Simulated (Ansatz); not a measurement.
`N/C=C/[SiH3]` → `CN(C)[SiH]`  (isomerisation)

Computed with Ansatz on PBE0-D4/def2-TZVP structures; ΔE is electronic, products minus reactants. CCSD(T)/CBS is the MP2 limit (def2-TZVPP, def2-QZVPP) plus CCSD(T) − MP2 in def2-TZVPP, frozen cores. Functionals use def2-TZVPP. One conformer a species, not always the lowest.

```csv
level,ΔE (kcal/mol)
ωB97X-V,7.8
LC-ωPBE,9.3
CCSD(T)/def2-TZVPP,5.2
MP2/def2-QZVPP,7.7
```

(1) What does CCSD(T)/CBS give? (Estimate.)

Largest T1 diagnostic among the species: 0.015.

## Answers

(1) Ansatz gave: +6.5 kcal/mol. The listed levels differ from it by 1.3, 2.8, -1.3, 1.2 kcal/mol.

From BLYP to BHLYP (50 % exact exchange), in def2-TZVPP and without D4, ΔE moves by +0.9 kcal/mol. Leaving LDA and LC-ωPBE aside and taking each functional with its dispersion term where it has one, the values, not all of them listed here, spread over 4.6 kcal/mol, from ωB97M-V to r2SCAN-D4. LDA lies −2.1 kcal/mol from PBE without D4. The D4 term adds −1.2 kcal/mol with B3LYP and −0.6 kcal/mol with PBE0; it sums over pairs of atoms, weighted by their polarisabilities, and B3LYP, whose exchange is more repulsive, gets the larger term.

B3LYP here is the variant with VWN-RPA as its local correlation; programs differ in this.
